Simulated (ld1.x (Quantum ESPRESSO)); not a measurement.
Which change was made? (Te, TM)

ld1.x (Quantum ESPRESSO) 7.5 input, shortened:

```
&input
   title='Te', zed=52., rel=1, dft='PW91', iswitch=3,
   config='[Kr] 4d10 5s2 5p3'
 /
 &inputp
   pseudotype=2, tm=.true., lloc=1,
   nlcc=.false.
 /
3
5S  1  0   2.00   0.00  1.70  1.70  0.0
4D  3  2  10.00   0.00  0.85  0.85  0.0
4P  2  1   6.00   0.00  0.90  0.90  0.0
 &test
   configts(1)='4p6 4d10 5s2 5p3'
 /
```

Occupied shells without a wave of their own: 5p. They enter only through the test configuration that unscreens the potential.

Cutoffs, loose and tight: the cutoffs (Ry, on a coarse ladder) from which the occupation-weighted sum of valence levels, in a spherical-Bessel basis at the reference potential, stays within 10 and 1 mRy of its value at 400 Ry. They do not see the model core or the augmentation charge, which bear on the density cutoff. Test errors are all-electron minus pseudo excitation energies from the reference, over the configurations 4p6 4d10 5s2 5p4; 4p6 4d10 5s2 5p2; 4p6 4d10 5s2 5p1; 4p6 4d10 5s2 5p4.3; 4p6 4d10 5s1 5p4; 4p5 4d10 5s2 5p4; 4p6 4d10 5s2 5p3.5; variants that change the core or the reference have their own tests. The largest error is taken over the tests solved by every variant that gives reliable tests at all, those not shown here included: 4p5 4d10 5s2 5p4; 4p6 4d10 5s1 5p4; 4p6 4d10 5s2 5p2; 4p6 4d10 5s2 5p3.5; 4p6 4d10 5s2 5p4; 4p6 4d10 5s2 5p4.3.

The base gives: outcome: generated; cutoff, loose: 230 Ry; cutoff, tight: over 300 Ry; bound ghosts: s; largest test error (meV): -147.

On the changes marked as counting shells twice: ld1.x takes every shell without a wave as core, so the model core holds the marked electrons as well and exchange and correlation see them twice. This cancels in the reference configuration, but the file is broken for other ones, and its errors say nothing about a proper core correction.

(1) After one change the result is: outcome: generated, misses its reference levels by 0.50 eV; cutoff, loose: 120 Ry; cutoff, tight: 200 Ry; bound ghosts: s; largest test error (meV): -614. Which change was it?
A. all radii scaled by about 1.30 (s 2.22, p 1.18, d 1.10 bohr)
B. wave 4p (bound): rc 0.90 bohr becomes 4p (bound): rc 1.02 bohr
C. core correction a·sin(br)/r model core inside 0.62 bohr (5p counted twice)

## Answers

(1) A. The others give: wave 4p (bound): rc 0.90 bohr becomes 4p (bound): rc 1.02 bohr → outcome: generated, misses its reference levels by 0.22 eV; cutoff, loose: 200 Ry; cutoff, tight: 300 Ry; bound ghosts: s; largest test error (meV): -268 | core correction a·sin(br)/r model core inside 0.62 bohr (5p counted twice) → outcome: generated; cutoff, loose: 230 Ry; cutoff, tight: over 300 Ry; bound ghosts: s; largest test error (meV): -242.
